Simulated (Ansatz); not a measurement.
`FC([SiH3])S`, relaxed with RKS PBE-D4/def2-SVP in Ansatz from a rough embedded geometry. The force threshold is 0.03 eV/Å; the program also tests the step.

Total charge 0; spin multiplicity 1.

Start:

```xyz
9

F     1.420    0.954   -0.532
C     0.797    0.125    0.320
Si   -0.570   -0.639   -0.609
S     0.168    0.965    1.740
H     1.535   -0.619    0.655
H    -1.297   -1.675    0.237
H    -0.087   -1.431   -1.807
H    -1.574    0.284   -1.077
H    -0.393    2.037    1.073
```

```csv
step,energy (eV),largest force (eV/Å),largest move (Å)
1,-22525.7768,2.831,0.000
2,-22526.1060,0.870,0.130
3,-22526.1721,0.586,0.151
4,-22526.1850,0.288,0.063
5,-22526.1874,0.067,0.037
6,-22526.1879,0.046,0.023
7,-22526.1880,0.009,0.005
```

End:

```xyz
9

F     1.603    0.888   -0.613
C     0.856    0.138    0.297
Si   -0.612   -0.681   -0.629
S     0.297    1.116    1.727
H     1.522   -0.631    0.752
H    -1.305   -1.653    0.281
H    -0.117   -1.393   -1.857
H    -1.556    0.418   -1.031
H    -0.688    1.798    1.073
```

Hardware: 2 threads of an Arm Neoverse V1 on a shared host. Wall time 13 s, peak host memory 0.14 GiB.
